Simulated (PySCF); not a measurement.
Static response to an electric field

Species: C₇H₁₂BF.
Atom-mapped SMILES: `[CH2:1]=[CH:2][CH2:3][C@@H:4]1[CH2:5][BH:6][CH2:7][C@@H:8]1[F:9]` (hydrogens: H10, H11 on C1; H12 on C2; H13, H14 on C3; H15 on C4; H16, H17 on C5; H18 on B6; H19, H20 on C7; H21 on C8)

Geometry (PBE0-D3(BJ)/def2-SVP, Å), atoms numbered from 1 in this order:
```xyz
21
C7H12BF angstrom
C      2.8867    0.7471   -1.1294
C      2.2330    0.4173   -0.0146
C      1.1799   -0.6406    0.0836
C     -0.2133   -0.0823    0.3713
C     -1.3081   -1.1348    0.6146
B     -2.6459   -0.4252    0.2108
C     -2.2579    0.9360   -0.4721
C     -0.7699    0.7875   -0.7584
F     -0.6342    0.0921   -1.9554
H      3.6388    1.5405   -1.1380
H      2.6883    0.2335   -2.0761
H      2.4531    0.9665    0.9113
H      1.4425   -1.3479    0.8900
H      1.1365   -1.2196   -0.8529
H     -0.1563    0.5718    1.2623
H     -1.2702   -1.6281    1.5978
H     -1.2071   -1.9536   -0.1310
H     -3.7651   -0.8361    0.4126
H     -2.8409    1.2847   -1.3373
H     -2.4035    1.6950    0.3248
H     -0.2197    1.7350   -0.8810
```

Level: PBE0/def2-SVPD (PySCF), static field, nuclei fixed, core orbitals frozen in the response. The polarisability tensor in these axes (au):

```
x   110.75   5.87  -8.46
y     5.87  87.86  -7.00
z    -8.46  -7.00  87.84
```

Problem. Give the principal values, the mean and the anisotropy Δα = √{½[(α1 − α2)² + (α2 − α3)² + (α1 − α3)²]}.

Solution. Principal values 80.70, 89.99 and 115.75 au; mean 95.48 au = 14.15 Å³ = 15.74 × 10⁻⁴⁰ C²·m²/J; Δα = 31.45 au (33 % of the mean).

Problem. What is the dipole moment, and where does it point?

Solution. (-0.17, 0.66, 1.67) D, 1.81 D in size, pointing from the negative to the positive side. Measured along this direction, the outermost atoms are H11 at the negative end and H15 at the positive end.

Problem. What depolarisation ratio follows for Rayleigh scattering of linearly polarised light, taking the static tensor?

Solution. ρ = 3Δα²/(45ᾱ² + 4Δα²) = 2967.3/(410273 + 3956.3) = 0.00716.

Problem. Form Σ f/ω² (atomic units) for the 10 lowest TDDFT singlets, given as eV and f, and set it beside the mean polarisability, which is this sum over all singlets: 5.61, 0.0012; 5.92, 0.0001; 6.24, 0.0022; 6.83, 0.0011; 7.00, 0.0342; 7.13, 0.0108; 7.24, 0.3682; 7.50, 0.0095; 7.59, 0.0046; 7.63, 0.0107.

Solution. They add up to 6.29 au, 6.6 % of the 95.48 au; the largest single term is 5.20 au, from the state at 7.24 eV. Terms in order: 0.03, 0.00, 0.04, 0.02, 0.52, 0.16, 5.20, 0.12, 0.06, 0.14 au. Higher excitations give the rest. The strengths listed sum to 0.443.

Problem. Refractivity n − 1 of an ideal gas of it at 350 K and 1 atm, from the electronic α?

Solution. N = p/kT = 2.0968 × 10¹⁹ cm⁻³, so n − 1 = 2π × N × 14.15 × 10⁻²⁴ cm³ = 1864 × 10⁻⁶ at long wavelengths, for an ideal gas.

Problem. How large is μ²/3kT at 400 K beside α?

Solution. In Gaussian units μ²/3kT = 19.72 Å³ against 14.15 Å³, a ratio of 1.39; the Debye molar polarisation (4π/3)N_A(α + μ²/3kT) is 85.4 cm³/mol, leaving out the vibrational part.

Problem. Give the eigenvalues of the traceless quadrupole moment Θ = ½Σq(3rr − r²1), origin at the centre of nuclear charge.

Solution. -3.47, -0.28, 3.75 D·Å. The values depend on the origin, since the dipole doesn't vanish. The electronic extent ⟨r²⟩ about the same centre is 1315 bohr², a root-mean-square distance of 2.33 Å for the 68 electrons.

Geometry: PBE0-D3(BJ)/def2-SVP, one conformer, isolated molecule.
